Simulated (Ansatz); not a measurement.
Abridged output of a molecular run in Ansatz:

```
Functional definition: HF
1016 factors; integrals over basis functions are off by at most 1.2e-3 eV
mean field evaluation 1: about -9927.9470 eV, gradient 2.4e1 eV
mean field evaluation 2: about -9928.0146 eV, gradient 2.5e1 eV
mean field evaluation 4: about -9929.9541 eV, gradient 3.1e0 eV
mean field evaluation 8: about -9930.0012 eV, gradient 1.6e-1 eV
mean field -9930.00150945 eV, -364.9208246755 hartree, gradient 7.9e-7 eV, S^2 0.000000; 0 other end points of the search recorded, 0 dependent functions left out
7 core orbitals not correlated: weight in the atoms' cores, before any rotation towards them, 1.000 or more for the frozen orbitals, at most 0.000 for the correlated occupied ones
reference -9930.00150945 eV, -364.9208246755 hartree; 16, 16 occupied and 70, 70 virtual orbitals, 1016 factors
second order -12.53172126 eV of doubles, -0.00000000 eV of singles
cycle   1  -13.37424636 eV  change   -8.4e-1 eV  update   1.0e-1
cycle   2  -13.81438544 eV  change   -4.4e-1 eV  update   3.2e-2
cycle   3  -13.92210988 eV  change   -1.1e-1 eV  update   1.9e-2
cycle   4  -13.91850579 eV  change    3.6e-3 eV  update   6.1e-3
cycle   5  -13.91570904 eV  change    2.8e-3 eV  update   2.9e-3
cycle   6  -13.91561014 eV  change    9.9e-5 eV  update   1.1e-3
cycle   7  -13.91562812 eV  change   -1.8e-5 eV  update   5.4e-4
cycle   8  -13.91561024 eV  change    1.8e-5 eV  update   2.1e-4
cycle   9  -13.91566490 eV  change   -5.5e-5 eV  update   9.2e-5
cycle  10  -13.91568094 eV  change   -1.6e-5 eV  update   4.1e-5
cycle  11  -13.91566797 eV  change    1.3e-5 eV  update   1.8e-5
perturbative correction -0.33213869 eV, -0.0122058718 hartree
Total energy: -9944.24931611 eV, -365.4444219128 hartree
```

Its atoms:

```xyz
9

B     0.8984   -0.8320   -1.4803
Sn   -0.1795    0.7343   -0.2996
B    -0.6851   -0.0829    1.7646
F     0.1773    0.0660    2.7492
H     2.0909   -0.8901   -1.4682
H     0.2914   -1.6539   -2.0982
H    -1.6506    1.1737   -1.0578
H     0.7591    2.1552   -0.1315
H    -1.7018   -0.6704    2.0218
```

**Question.** Which basis set was used?
A. cc-pV(T+d)Z
B. def2-QZVPP
C. def2-SVP
D. cc-pV(Q+d)Z

**Answer.** C. It gives 93 functions.

**Question.** Write the keys of the input that set method, charge and spin (a neutral closed shell needs none for the last two).

**Answer.** 
```yaml
correlation: {method: ccsd_t}
```
